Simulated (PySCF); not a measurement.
# Reading the logs of faulty runs: B2GeH6N cation

Calculated results; nothing here was measured. The program is PySCF 2.14.0, an open-source quantum chemistry code, run on an isolated molecule that a program drew, which may never have been made. The molecule is B2GeH6N cation (charge +1, singlet), drawn as the SMILES string `B[BH][GeH+][NH2]`.

Each row is a Hartree-Fock (HF) and frozen-core CCSD(T) single point in the cc-pVDZ basis, meant for a local HF minimum. Run 1 is clean. Each other run has one planted mistake out of seven kinds, and not every kind appears here: one electron removed, one electron added, multiplicity raised by two, geometry at a saddle point, minimal basis STO-3G, one bond length entered in bohr, all coordinates scaled. The reference is restricted for singlets and unrestricted otherwise, and also for a bond in bohr. Adding or removing an electron swaps singlet and doublet. Electrons count all cores. HOMO and LUMO are orbital energies over both spins, the gradient is its largest component, and the lowest frequency (negative if imaginary) is given only where the gradient is small. Bond lengths are over the 9 bonds as drawn. T1 is the CCSD diagnostic: over 0.02 (restricted) or 0.045 (unrestricted) a single reference is doubtful. Germanium has the cc-pVDZ-PP basis, with a core potential (ECP10MDF) in place of its 10 inner electrons, and its 3s, 3p and 3d shells are frozen in CCSD(T).

Geometry of the clean run:
```xyz
10
B2GeH6N cation, angstrom
B     1.3009    2.4200    1.5828
B     0.6091    0.9772    1.0667
Ge   -0.7578    0.8696   -0.5040
N    -0.2460    0.7497   -2.1623
H     0.7638    3.0796    2.4236
H     2.3333    2.7900    1.1042
H     0.8245   -0.0938    1.5503
H    -2.2688    0.8737   -0.3970
H     0.7146    0.7280   -2.4555
H    -0.8922    0.6707   -2.9286
```

| run | electrons | basis functions | <S^2> | HOMO (eV) | LUMO (eV) | gradient (hartree/bohr) | lowest frequency (cm^-1) | mean bond (Å) | longest bond (Å) | T1 | HF (hartree) | CCSD(T) (hartree) | mistake |
|---|---|---|---|---|---|---|---|---|---|---|---|---|---|
| 1 | 54 | 95 | 0.000 | -16.41 | -4.13 | 1.8e-05 | 62 | 1.4020 | 2.085 | 0.0184 | -400.40798 | -400.87875 | no fault |
| 2 | 54 | 95 | 0.000 | -16.04 | -4.31 | 4.9e-02 | - | 1.4917 | 2.218 | 0.0223 | -400.37711 | -400.85999 | all coordinates scaled |
| 3 | 53 | 95 | 0.768 | -21.59 | -13.73 | 7.9e-02 | - | 1.4020 | 2.085 | 0.0363 | -399.85382 | -400.30779 | one electron removed |
| 4 | 54 | 95 | 0.000 | -16.16 | -5.53 | 4.2e-05 | -377 | 1.4162 | 2.138 | 0.0191 | -400.38897 | -400.85847 | geometry at a saddle point |
| 5 | 54 | 95 | 1.025 | -14.38 | -5.48 | 3.0e-02 | - | 1.5740 | 3.288 | 0.0192 | -400.30459 | -400.73562 | ? |

**Which mistake was planted in run 5, and what did it cost?**

The mean bond changes by a factor of 1.123 and the longest by 1.577, so the molecule wasn't scaled as a whole. A length L in bohr read as angstrom grows by (1/0.5292 - 1) L = 0.890 L. The 9 bonds together grew by 9 x 0.1720 = 1.548 Å, which gives L = 1.740 Å. That is bond Ge3-N4, 1.740 Å in the clean geometry. So the mistake is: one bond length entered in bohr. Subtracting run 1 and multiplying by 627.51 kcal/mol a hartree, the energy moved by 64.9 kcal/mol in HF and 89.8 kcal/mol in CCSD(T).

Cautions from the logs. Run 2: T1 is over the limit, so its CCSD(T) energy is less reliable.
